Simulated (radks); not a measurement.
Sm3+, configuration [Xe] 4f2 5d2 6p1 (not the ground configuration). Calculated with a radial shooting solver on a logarithmic mesh with Libxc functionals: Dirac Kohn-Sham, LDA (Slater exchange, Perdew-Wang correlation), spin-unpolarised, spherical densities, point nucleus; open shells fill j = l - 1/2 first.

Normalised radial functions P(r) = r R(r) (large component), r in bohr:

r,5p3/2
0.000942,0.0006
0.001266,0.0010
0.001716,0.0018
0.002308,0.0032
0.003128,0.0056
0.004205,0.0096
0.005699,0.0165
0.007662,0.0277
0.01038,0.0459
0.01396,0.0728
0.01892,0.1121
0.02564,0.1621
0.03448,0.2130
0.04672,0.2457
0.06282,0.2230
0.08514,0.1059
0.1145,-0.0983
0.1551,-0.3069
0.2086,-0.3331
0.2827,-0.0533
0.38,0.3662
0.515,0.5138
0.6925,0.1135
0.9385,-0.5747
1.262,-0.9585
1.71,-0.8181
2.299,-0.4274
3.116,-0.1290
4.189,-0.0215
5.677,-0.0015
7.633,0.0000
10.34,0.0000

5p3/2: eigenvalue -61.663 eV, 3 radial nodes at r = 0.100, 0.294, 0.729 bohr, <r> = 1.49 bohr, 90 % of the charge inside 2.14 bohr.
